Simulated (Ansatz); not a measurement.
Reaction (redistribution): `[CH3][GeH]` + `NC[CH2][GeH3]` → `[CH3][Ge][NH2]` + `C[CH2][GeH3]`

Calculated with Ansatz (gas phase, PBE0-D4/def2-TZVP geometries, no zero-point term in ΔE). CCSD(T)/CBS is the MP2 limit (def2-TZVPP, def2-QZVPP) plus CCSD(T) − MP2 in def2-TZVPP, frozen cores. DFT in def2-TZVPP. For Ge outer-core shells are correlated without core-valence functions, which leaves a few kJ/mol of doubt a bond. Scalar relativity is left out up to krypton. One conformer a species, not always the lowest.

```csv
level,ΔE (kJ/mol),difference from CCSD(T)/CBS
PBE0-D4,-155.6,5.6
ωB97X-V,-154.8,6.4
ωB97M-V,-157.0,4.2
PBE,-159.6,1.6
MP2/def2-TZVPP,-167.6,-6.4
SCS-MP2/def2-TZVPP,-161.9,-0.7
CCSD/def2-TZVPP,-154.8,6.4
CCSD(T)/def2-TZVPP,-157.9,3.3
MP2/def2-QZVPP,-169.4,-8.2
MP2/CBS(def2),-170.8,-9.6
CCSD(T)/CBS,-161.2,0
```

Largest T1 diagnostic among the species: 0.014.

In def2-TZVPP, CCSD(T) changes the Hartree–Fock value by −11.9 kJ/mol (the triples alone add −3.1 kJ/mol) and MP2 by −21.5 kJ/mol. From PBE to PBE0 (25 % exact exchange), in def2-TZVPP and without D4, ΔE moves by +4.1 kJ/mol.
